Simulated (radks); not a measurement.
Isoelectronic series with 5 electrons, all held in the configuration [He] 2s2 2p1, which need not be the ground one along the series. Calculated with a radial shooting solver on a logarithmic mesh with Libxc functionals: non-relativistic Kohn-Sham, PBE, spin-polarised, spherical densities, point nucleus; open shells are filled with parallel spins first (spin-orbit coupling, left out, can overturn this in heavy ions). Total energies (hartree) and orbital eigenvalues (hartree) (* marks an orbital that is empty in some or all of the ions):

\begin{tabular}{lrrrrrr}
ion & E (hartree) & 2p down* & 2p up & 2s down & 2s up & 1s down \\ \hline
B & -24.60538 & -0.10826 & -0.14777 & -0.31976 & -0.36391 & -6.62291 \\
O3+ & -71.15409 & -2.32570 & -2.43531 & -2.85872 & -2.96433 & -21.52138 \\
Si9+ & -238.56414 & -13.58409 & -13.83354 & -14.74998 & -14.96940 & -78.41750 \\
Cl12+ & -359.40052 & -22.59526 & -22.91469 & -24.07548 & -24.35111 & -120.3753 \\
Ca15+ & -504.98834 & -33.85802 & -34.24745 & -35.65192 & -35.98361 & -171.3354 \\
V18+ & -675.32699 & -47.37168 & -47.83112 & -49.47886 & -49.86654 & -231.2968 \\
Fe21+ & -870.41617 & -63.13593 & -63.66537 & -65.55611 & -65.99972 & -300.2591 \\
Cu24+ & -1090.25569 & -81.15057 & -81.75000 & -83.88355 & -84.38306 & -378.2219 \\
Ge27+ & -1334.84547 & -101.4155 & -102.0849 & -104.4611 & -105.0165 & -465.1851 \\
Br30+ & -1604.18543 & -123.9306 & -124.6700 & -127.2888 & -127.9000 & -561.1485 \\
Sr33+ & -1898.27552 & -148.6959 & -149.5053 & -152.3665 & -153.0336 & -666.1122 \\
Nb36+ & -2217.11573 & -175.7113 & -176.5906 & -179.6943 & -180.4172 & -780.0761 \\
Ru39+ & -2560.70601 & -204.9767 & -205.9261 & -209.2721 & -210.0508 & -903.0401 \\
Ag42+ & -2929.04637 & -236.4923 & -237.5116 & -241.1000 & -241.9345 & -1035.004 \\
Sn45+ & -3322.13679 & -270.2579 & -271.3472 & -275.1779 & -276.0682 & -1175.968 \\
I48+ & -3739.97725 & -306.2736 & -307.4329 & -311.5058 & -312.4519 & -1325.933 \\
\end{tabular}
